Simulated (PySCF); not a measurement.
# Correlation energy of Bi(2+) (bismuth, charge +2)

[Xe] 4f14 5d10 6s1 6p2, high-spin 4P determinant (an excited configuration). Computed with PySCF 2.14 in def2-QZVPPD with the def2 core potential (60 electrons), with a scalar-relativistic core potential. Frozen: nothing; 21 electrons correlated.

MP2 pair energies summed by pair of shells (mhartree):

```json
{"pair": "5d-5d", "energy": "-287.50", "share (%)": "53.2"}
{"pair": "5p-5d", "energy": "-83.04", "share (%)": "15.4"}
{"pair": "5d-6p", "energy": "-53.12", "share (%)": "9.8"}
{"pair": "5d-6s", "energy": "-34.55", "share (%)": "6.4"}
{"pair": "5p-5p", "energy": "-31.58", "share (%)": "5.8"}
{"pair": "5s-5d", "energy": "-17.88", "share (%)": "3.3"}
{"pair": "5s-5p", "energy": "-11.70", "share (%)": "2.2"}
{"pair": "5p-6p", "energy": "-5.67", "share (%)": "1.0"}
{"pair": "5p-6s", "energy": "-4.67", "share (%)": "0.9"}
{"pair": "6p-6p", "energy": "-3.91", "share (%)": "0.7"}
{"pair": "6s-6p", "energy": "-3.23", "share (%)": "0.6"}
{"pair": "5s-5s", "energy": "-2.92", "share (%)": "0.5"}
{"pair": "5s-6p", "energy": "-0.56", "share (%)": "0.1"}
{"pair": "5s-6s", "energy": "-0.56", "share (%)": "0.1"}
```

Total MP2 correlation energy: -540.89 mhartree.

Same-spin part -197.59 and opposite-spin part -343.30 mhartree; SCS-MP2 scales them by 1/3 and 6/5 to -477.82 mhartree.

The basis has no tight functions for the innermost shells, so their pair energies are far from complete.

This basis was not built for core-valence correlation, so the inner-shell part is incomplete.

Spin-orbit coupling is strong in this species, so the high-spin LS determinant is a model state.
